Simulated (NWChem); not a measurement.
System: N-methylmethanimine (C2H5N); SMILES C=NC

Here is an NWChem input.

```
start job
memory heap 200 mb stack 900 mb global 1100 mb
geometry units angstroms noautosym nocenter noautoz
  C     -0.122660     1.135780     0.000000
  N      0.539145    -0.137443     0.000000
  C     -0.164630    -1.184008     0.000000
  H      0.200402     1.714094     0.880980
  H      0.200402     1.714094    -0.880980
  H     -1.230277     1.075240     0.000000
  H     -1.275026    -1.175491     0.000000
  H      0.324506    -2.169141     0.000000
end
basis spherical
  * library def2-svp
end
dft
  xc pbe0
  iterations 150
end
cosmo
  dielec 46.7
end
task dft energy
```

Structure relaxed at the PBE0/def2-SVP level.

Level: PBE0/def2-SVP with COSMO at NWChem's default radii, gas-phase geometry; the question gives the dielectric constant.

Predict the main results of this run. (PBE0/def2-SVP, COSMO on the gas-phase geometry.) Quantities: electrostatic solvation energy (kcal/mol); dipole in solution (D).

The electrostatic solvation energy (kcal/mol) comes out as -3.3 and the dipole in solution (D) comes out as 1.88.
